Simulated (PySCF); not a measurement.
# A small calculation by hand: entropy of an ideal gas

Si(Cl)2(OH)2 (Cl2H2O2Si), SMILES O[Si](Cl)(Cl)O.

The structure is a stationary point at PBE-D3(BJ)/def2-SVP. Other conformers were not sampled.

PBE-D3(BJ)/def2-SVP in PySCF 2.14.0 gives the harmonic wavenumbers 127, 178, 178, 254, 267, 288, 313, 495, 595, 773, 835, 872, 956, 3752, 3754 cm⁻¹ and the rotational temperatures 0.1401, 0.0888, 0.0778 K. The molar mass is 133.00 g/mol, the symmetry number 2, the spin multiplicity 1.

Problem. Work out the entropy at 298.15 K and 1 atm in the rigid-rotor, harmonic-oscillator model.

Solution. 
Translation (Sackur–Tetrode at 1 atm): S = R[1.5 ln M + 2.5 ln T − 1.16487] = 169.7 J/(mol K).
Rotation: q = (√π/σ) T^1.5/√(θA θB θC) = 147000, S = R[ln q + 3/2] = 111.4 J/(mol K).
Vibration: with u = 1.4388 ν/T, each mode gives R[u/(e^u − 1) − ln(1 − e^−u)]:
```json
[
 {"ν (cm⁻¹)": "127", "modes": "1", "u": "0.61", "S (J/(mol K))": "12.51"},
 {"ν (cm⁻¹)": "178", "modes": "2", "u": "0.86", "S (J/(mol K))": "19.66"},
 {"ν (cm⁻¹)": "254", "modes": "1", "u": "1.23", "S (J/(mol K))": "7.12"},
 {"ν (cm⁻¹)": "267", "modes": "1", "u": "1.29", "S (J/(mol K))": "6.76"},
 {"ν (cm⁻¹)": "288", "modes": "1", "u": "1.39", "S (J/(mol K))": "6.22"},
 {"ν (cm⁻¹)": "313", "modes": "1", "u": "1.51", "S (J/(mol K))": "5.63"},
 {"ν (cm⁻¹)": "495", "modes": "1", "u": "2.39", "S (J/(mol K))": "2.81"},
 {"ν (cm⁻¹)": "595", "modes": "1", "u": "2.87", "S (J/(mol K))": "1.92"},
 {"ν (cm⁻¹)": "773", "modes": "1", "u": "3.73", "S (J/(mol K))": "0.96"},
 {"ν (cm⁻¹)": "835", "modes": "1", "u": "4.03", "S (J/(mol K))": "0.76"},
 {"ν (cm⁻¹)": "872", "modes": "1", "u": "4.21", "S (J/(mol K))": "0.65"},
 {"ν (cm⁻¹)": "956", "modes": "1", "u": "4.61", "S (J/(mol K))": "0.47"}
]
```
The stiffer modes add less than 0.005 each. Sum 65.5 J/(mol K).
Spin: R ln 1 = 0.0 J/(mol K).
Total 346.6 J/(mol K); the program's own thermochemistry gives 346.6. Translation makes up 49 % and vibration 19 %. Anharmonicity, hindered rotation and orbital degeneracy are left out.
